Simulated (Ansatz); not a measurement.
Ideal-gas functions of BrCl3Ge (`[Cl][Ge]([Cl])([Cl])[Br]`) at 800 K and 1 bar, from an Ansatz frequency run at PBE0-D4/def2-TZVP.

Molar mass 258.87 g/mol, point group C3v (symmetry number 3), electronic degeneracy 1, moments of inertia 422.291, 635.682, 635.694 u Å². Harmonic wavenumbers (cm⁻¹, unscaled): 108, 108, 157, 157, 157, 312, 424, 460, 460.

Use S(trans) = R[1.5 ln M + 2.5 ln T − 1.1517]; rotational temperatures θ = 24.2544 K / I; S(rot) = R[ln(√π/σ · √(T³/θAθBθC)) + 1.5]; for each mode x = 1.438777 ν̃/T, S = R[x/(eˣ − 1) − ln(1 − e⁻ˣ)] and H = RT x/(eˣ − 1); 1 cm⁻¹ = 0.0119627 kJ/mol; R = 8.31446 J/(mol·K).

Problem. By hand: the entropy, in J/(mol·K).

Solution. Translation 198.7. Rotation: θ = 0.0574, 0.0382, 0.0382 K, giving 130.5. Vibration, mode by mode: 21.95, 21.95, 18.86, 18.86, 18.86, 13.23, 10.77, 10.12, 10.12, in all 144.7. Electronic 0.0. Sum 473.9 J/(mol·K).

Problem. By hand: H − E and G − E in kJ/mol, counted from the electronic energy.

Solution. Zero-point energy ½ × 2343 × 0.0119627 = 14.0; thermal vibration 47.3; translation, rotation and pV give 4 RT = 26.6. H − E = 87.9 kJ/mol, and G − E = 87.9 − 800 × 473.9/1000 = -291.2 kJ/mol.

Vibration gives 31 % of the entropy, 43.9 J/(mol·K) of it from the modes under 150 cm⁻¹: soft modes count most, and the harmonic formula is weakest for them.
